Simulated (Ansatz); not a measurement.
Species: C$_{3}$H$_{4}$O$_{2}$, SMILES `C=CC(=O)O` (C–C–C–O torsion 180°, O–C–O–H torsion 0°) (charge 0, multiplicity 1), formula C3H4O2.

Q: How many basis functions does Ansatz (an electronic-structure program) with frozen-core CCSD(T)/cc-pVTZ // B3LYP-D3(BJ)/def2-TZVP use, how many core orbitals are frozen, and how many electrons are correlated?

A: 206 basis functions and 5 frozen orbitals, which leaves 28 correlated electrons. Core time is of the order of minutes.
